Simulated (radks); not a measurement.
The numbers below are computed, except where a source is named.
Isoelectronic series with 3 electrons, all held in the configuration [He] 2s1, which need not be the ground one along the series. Level of theory: scalar-relativistic Kohn-Sham, PBEsol, spin-polarised, spherical densities, finite nucleus; open shells are filled with parallel spins first (spin-orbit coupling, left out, can overturn this in heavy ions); Fermi nuclear charge, rms radius of each element as measured or else 0.836 A^(1/3) + 0.57 fm (a radial shooting solver on a logarithmic mesh with Libxc functionals). Total energies (hartree) and orbital eigenvalues (eV):

ion	E (hartree)	2s up	1s down
Li	-7.39836	-3.1616	-51.0288
C3+	-34.59270	-57.4494	-329.6274
F6+	-82.09774	-173.4064	-854.1194
Mg9+	-149.98096	-350.9995	-1624.923
P12+	-238.34477	-590.5492	-2643.157
Ar15+	-347.32344	-892.5100	-3910.337
Sc18+	-477.08399	-1257.460	-5428.370
Cr21+	-627.82728	-1686.102	-7199.558
Co24+	-799.78950	-2179.271	-9226.618
Zn27+	-993.24419	-2737.935	-11512.70
As30+	-1208.50410	-3363.212	-14061.42
Kr33+	-1445.92493	-4056.373	-16876.88
Mo39+	-1988.89632	-5652.271	-23327.09
